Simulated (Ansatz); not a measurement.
```csv
atom,x (Å),y (Å),z (Å)
S,0.0000,0.0000,0.0000
O,1.3262,0.0000,0.0000
O,-0.6631,1.1485,0.0000
O,-0.6631,-1.1485,0.0000
```

Basis set: cc-pVDZ (spherical functions). Correlated methods keep 8 orbitals frozen. Charge 0, multiplicity 1.

Computed with Ansatz (development build ahead of 0.2.0); each method stands on the lowest determinant of its kind that the runs found. Restricted open shells among the atoms or ions are ROHF, correlated in semicanonical orbitals with singles.

(1) Give the atomization energy at this shape (free ground-state atoms in the same class of orbitals less the molecule, no zero-point energy) of singlet SO₃ by RHF-MP2, RHF.

## Answers

(1)

```json
{"method": "RHF-MP2", "atomization energy": "899.1 kJ/mol"}
{"method": "RHF", "atomization energy": "239.6 kJ/mol"}
```

Caution: no unrestricted run beside it, a lower state can exist; the shape is not the minimum.
